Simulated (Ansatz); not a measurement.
Relaxation of CH7NSn (10 atoms, charge 0, multiplicity 1), to a largest force component of 0.015 eV/Å in at most 40 steps.

Method: RKS B3LYP/def2-SVP in Ansatz 0.2.0.

```xyz
10
Properties=species:S:1:pos:R:3:forces:R:3
C -0.879 0.685 -0.809 -1.36 2.43 -0.72
N -0.467 -0.635 -0.593 1.42 -1.89 -0.91
Sn 0.792 -0.623 1.011 1.07 -0.64 1.69
H -1.532 0.757 -1.703 -0.15 -0.01 0.08
H -1.491 1.085 0.046 0.38 -0.22 -0.44
H -0.069 1.425 -1.022 -0.05 0.09 0.23
H 0.126 -0.920 -1.421 -0.88 0.01 0.97
H 2.125 0.501 0.752 -0.28 -0.23 -0.03
H 1.436 -2.251 1.355 -0.28 0.64 -0.25
H -0.056 -0.070 2.464 0.13 -0.18 -0.60
```

Where does it end, and by what steps?

The run converged. The force dipped under the threshold on the way, but the program's further checks kept it going. After 10 steps the energy has fallen by 0.324 eV; H8 moved furthest, 0.35 Å.

```tsv
step	energy less start (eV)	largest force component (eV/Å)	accepted
0	0.0000	2.429	yes
1	-0.2160	0.961	yes
2	-0.2965	0.554	yes
3	-0.3057	0.701	yes
4	-0.3221	0.190	yes
5	-0.3231	0.064	yes
6	-0.3040	0.344	no
7	-0.3241	0.011	yes
8	-0.3241	0.027	yes
9	-0.3242	0.020	yes
10	-0.3243	0.014	yes
```

```xyz
10
Properties=species:S:1:pos:R:3
C -0.924 0.767 -0.907
N -0.323 -0.499 -0.518
Sn 0.906 -0.629 1.128
H -1.705 0.605 -1.673
H -1.431 1.227 -0.041
H -0.224 1.529 -1.313
H 0.055 -0.996 -1.322
H 2.279 0.426 1.055
H 1.419 -2.268 1.190
H -0.067 -0.206 2.480
```

Time of the run: 53 s on 1 CPU thread of a shared host.
